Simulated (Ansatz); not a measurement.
Isolated molecules relaxed with PBE0-D4/def2-TZVP in Ansatz; ΔE leaves out vibrations. CCSD(T)/CBS adds triple-zeta CCSD(T) − MP2 to the extrapolated MP2 energy (def2 sets, frozen cores). DFT in def2-TZVPP. For Ge outer-core shells are correlated without core-valence functions, which leaves a few kJ/mol of doubt a bond. Scalar relativity is left out up to krypton. Each species was taken in one conformer, which may not be the lowest.

Consider the formal exchange of groups at a Ge–Si bond: `S[SiH2][SiH2][GeH3]` + `BC[SiH3]` → `B[CH]([SiH3])[GeH3]` + `[SiH3][SiH2]S`.

`S[SiH2][SiH2][GeH3]`:

```xyz
12

S     0.295    0.559   -2.713
Si    1.194   -0.725   -1.250
Si    0.842    0.147    0.889
Ge   -1.501    0.357    1.256
H    -0.913    0.581   -2.124
H     0.657   -2.111   -1.333
H     2.633   -0.752   -1.622
H     1.484    1.485    0.989
H     1.421   -0.747    1.931
H    -2.166   -1.030    1.240
H    -2.139    1.202    0.137
H    -1.806    1.034    2.601
```

`BC[SiH3]`:

Cartesian coordinates in Å:
```
B -0.176 -1.517 -0.061
C 0.098 -0.266 0.780
Si 0.064 1.202 -0.420
H -1.299 -1.878 -0.271
H 0.724 -2.112 -0.581
H 1.092 -0.223 1.235
H -0.673 -0.027 1.519
H -1.273 1.336 -1.053
H 0.361 2.445 0.339
H 1.084 1.041 -1.488
```

`B[CH]([SiH3])[GeH3]`:

```xyz
13

B    -0.790    1.481    0.031
C     0.405    0.527    0.035
Si    0.708   -0.466   -1.520
Ge   -0.249   -0.747    1.425
H    -1.831    1.129   -0.454
H    -0.738    2.555    0.559
H     1.331    0.955    0.428
H     1.622   -1.612   -1.254
H     1.335    0.384   -2.568
H    -0.583   -0.995   -2.031
H    -0.974   -1.918    0.747
H    -1.216   -0.051    2.400
H     0.980   -1.241    2.202
```

`[SiH3][SiH2]S`:

Cartesian coordinates in Å:
```
Si 0.284 1.377 0.654
Si -0.540 -0.591 -0.303
S 1.172 -1.795 -0.762
H 1.059 1.060 1.883
H -0.852 2.268 1.012
H 1.169 2.081 -0.311
H -1.444 -1.296 0.645
H -1.320 -0.288 -1.534
H 0.472 -2.816 -1.284
```

| level | ΔE (kJ/mol) |
| --- | --- |
| ωB97X-V | 24.7 |
| CCSD(T)/def2-TZVPP | 19.2 |
| MP2/CBS(def2) | 16.2 |
| CCSD/CBS(def2) | 21.1 |

What does CCSD(T)/CBS give? (Estimate.)

Computed: +20.6 kJ/mol. The listed levels differ from it by 4.1, -1.4, -4.4, 0.5 kJ/mol.

Largest T1 diagnostic among the species: 0.012.

From PBE to PBE0 (25 % exact exchange), in def2-TZVPP and without D4, ΔE moves by −3.3 kJ/mol.
